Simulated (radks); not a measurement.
The numbers below are computed, except where a source is named.
Coulomb parameter of the 4f shell of the thulium ion Tm3+ in the model configuration [Xe] 4f10 6p2, as a second difference U = [E(n + 0.25) + E(n - 0.25) - 2 E(n)] / (0.25)^2 with all orbitals relaxed. "Bare": the charge of the atom changes with n. "Screened": the 6p shell takes up the change at fixed total charge, which measures U(4f,4f) + U(6p,6p) - 2 U(4f,6p). Code: a radial shooting solver on a logarithmic mesh with Libxc functionals. Model: scalar-relativistic Kohn-Sham, r2SCAN, spin-unpolarised, spherical densities, finite nucleus; meta-GGA in the generalised Kohn-Sham scheme; Fermi nuclear charge, rms radius 5.2256 fm.

case                  configuration  E - E(n) (eV)
start                 [Xe] 4f10 6p2          0.000
bare +0.25         [Xe] 4f10.25 6p2        -14.649
bare -0.25          [Xe] 4f9.75 6p2         16.052
screened +0.25  [Xe] 4f10.25 6p1.75         -9.288
screened -0.25   [Xe] 4f9.75 6p2.25         10.005

U(bare) = 22.446 eV, U(screened by 6p) = 11.467 eV, against the Slater integral F0(4f,4f) = 36.699 eV with frozen orbitals.
